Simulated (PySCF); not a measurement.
A small calculation by hand: entropy of an ideal gas

fluoroethane cation (C2H5F), SMILES C(F)C (connectivity only; charge and spin as stated), charge +1, multiplicity 2.

Geometry optimised at PBE-D3(BJ)/def2-TZVP. The spin state was assumed, not searched.

PBE-D3(BJ)/def2-TZVP in PySCF gives the harmonic wavenumbers 117, 439, 482, 709, 874, 925, 974, 1054, 1139, 1177, 1189, 1340, 1389, 2312, 2545, 2769, 2815, 3089 cm⁻¹ and the rotational temperatures 1.9199, 0.4459, 0.3938 K. The molar mass is 48.06 g/mol, the symmetry number 1, the spin multiplicity 2.

Task: Work out the entropy at 298.15 K and 1 atm in the rigid-rotor, harmonic-oscillator model.

Result: 
Translation (Sackur–Tetrode at 1 atm): S = R[1.5 ln M + 2.5 ln T − 1.16487] = 157.0 J/(mol K).
Rotation: q = (√π/σ) T^1.5/√(θA θB θC) = 15700, S = R[ln q + 3/2] = 92.8 J/(mol K).
Vibration: with u = 1.4388 ν/T, each mode gives R[u/(e^u − 1) − ln(1 − e^−u)]:
```json
[
 {"ν (cm⁻¹)": "117", "modes": "1", "u": "0.56", "S (J/(mol K))": "13.18"},
 {"ν (cm⁻¹)": "439", "modes": "1", "u": "2.12", "S (J/(mol K))": "3.47"},
 {"ν (cm⁻¹)": "482", "modes": "1", "u": "2.33", "S (J/(mol K))": "2.95"},
 {"ν (cm⁻¹)": "709", "modes": "1", "u": "3.42", "S (J/(mol K))": "1.24"},
 {"ν (cm⁻¹)": "874", "modes": "1", "u": "4.22", "S (J/(mol K))": "0.65"},
 {"ν (cm⁻¹)": "925", "modes": "1", "u": "4.46", "S (J/(mol K))": "0.53"},
 {"ν (cm⁻¹)": "974", "modes": "1", "u": "4.70", "S (J/(mol K))": "0.43"},
 {"ν (cm⁻¹)": "1054", "modes": "1", "u": "5.09", "S (J/(mol K))": "0.31"},
 {"ν (cm⁻¹)": "1139", "modes": "1", "u": "5.50", "S (J/(mol K))": "0.22"},
 {"ν (cm⁻¹)": "1177", "modes": "1", "u": "5.68", "S (J/(mol K))": "0.19"},
 {"ν (cm⁻¹)": "1189", "modes": "1", "u": "5.74", "S (J/(mol K))": "0.18"},
 {"ν (cm⁻¹)": "1340", "modes": "1", "u": "6.47", "S (J/(mol K))": "0.10"},
 {"ν (cm⁻¹)": "1389", "modes": "1", "u": "6.70", "S (J/(mol K))": "0.08"}
]
```
The stiffer modes add less than 0.005 each. Sum 23.5 J/(mol K).
Spin: R ln 2 = 5.8 J/(mol K).
Total 279.1 J/(mol K); the program's own thermochemistry gives 279.1. Translation makes up 56 % and vibration 8 %. Anharmonicity, hindered rotation and orbital degeneracy are left out.
